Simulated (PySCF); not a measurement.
PySCF input for Au(Me)(CNMe) (C3H6AuN), SMILES C[N+]#[C-]->[Au][CH3], multiplicity 1, IEF-PCM-M06-2X/def2-SVP. Geometry: PBE-D3(BJ)/def2-SVP. The multiplicity is an assumed one; other spin states were not compared. The isomer is the one that the SMILES or the coordinates give; other isomers of the formula were not compared. The def2 effective core potentials stand for the cores of Au; spin–orbit coupling is left out.

```python
import numpy as np
from pyscf import gto, scf, dft
from pyscf.solvent import pcm

mol = gto.M(
    atom='''
    Au    0.00000000    0.00000000    0.51463717
    C    -0.00000000   -0.00000000    2.57472359
    H     0.89689406    0.51782202    2.97620394
    H    -0.89689406    0.51782202    2.97620395
    H     0.00000001   -1.03564406    2.97620394
    C     0.00000000    0.00000000   -4.05912853
    N    -0.00000000   -0.00000001   -2.64911569
    C    -0.00000000    0.00000000   -1.46795804
    H    -0.90114529    0.52027647   -4.44232028
    H     0.90114528    0.52027648   -4.44232028
    H     0.00000001   -1.04055295   -4.44232028
    ''',
    basis='def2-SVP',
    ecp={'Au': 'def2-svp'},
    charge=0,
    spin=0,
    max_memory=1600,
    verbose=3,
)
mf = dft.RKS(mol, xc='m06-2x').density_fit(auxbasis='def2-universal-jkfit')
mf.grids.level = 4
mf.conv_tol = 1e-9
mf.max_cycle = 100
mf.kernel()
res = {}
for name, eps in {'water': 78.355, 'dimethylsulfoxide': 46.826, 'ethanol': 24.852}.items():
    s = mf.PCM()
    s.with_solvent.method, s.with_solvent.eps, s.with_solvent.lebedev_order = 'IEF-PCM', eps, 29
    s.kernel(mf.make_rdm1())
    res[name] = (s.e_tot, eps, s.dip_moment(), s.mo_energy, s.converged)
    print(f'{name}: electrostatic solvation free energy {(s.e_tot - mf.e_tot) * 627.509474:.3f} kcal/mol')
```

Output:

```
converged SCF energy = -308.062669435901

WARN: PCM is an experimental feature. It is still in testing.
Features and APIs may be changed in the future.

converged SCF energy = -308.074825981816
Dipole moment(X, Y, Z, Debye):  0.00000, -0.00015, -9.55009
water: electrostatic solvation free energy -7.628 kcal/mol

WARN: PCM is an experimental feature. It is still in testing.
Features and APIs may be changed in the future.

converged SCF energy = -308.0746753061
Dipole moment(X, Y, Z, Debye):  0.00000, -0.00014, -9.52783
dimethylsulfoxide: electrostatic solvation free energy -7.534 kcal/mol

WARN: PCM is an experimental feature. It is still in testing.
Features and APIs may be changed in the future.

converged SCF energy = -308.074348195386
Dipole moment(X, Y, Z, Debye):  0.00000, -0.00010, -9.47941
ethanol: electrostatic solvation free energy -7.329 kcal/mol
```

Self-consistency was reached.
